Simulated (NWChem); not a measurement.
System: C2H7O cation; SMILES [OH2+]CC

Input file for NWChem:

```
start job
memory heap 200 mb stack 900 mb global 1100 mb
charge 1
geometry units angstroms noautoz
  C      0.279997    -1.277567     0.000000
  C     -0.607271    -0.075842     0.000000
  O      0.196407     1.219042     0.000000
  H     -0.373409    -2.165072     0.000000
  H      0.907193    -1.341900    -0.901790
  H      0.907193    -1.341900     0.901790
  H     -1.230759     0.039177     0.895684
  H     -1.230759     0.039177    -0.895684
  H      0.748354     1.351677    -0.795640
  H      0.748354     1.351677     0.795640
end
basis spherical
  * library def2-svp
end
dft
  xc xperdew91 perdew91
  iterations 150
  mulliken
end
task dft energy
```

Structure relaxed at the PBE0/def2-SVP level.

Give the results of this calculation. (PW91/def2-SVP.) Quantities: energy (Ha); highest occupied level (eV); orbital gap (eV).


| Item | Value |
|---|---|
| energy (Ha) | -155.16 |
| highest occupied level (eV) | -14.25 |
| orbital gap (eV) | 7.51 |
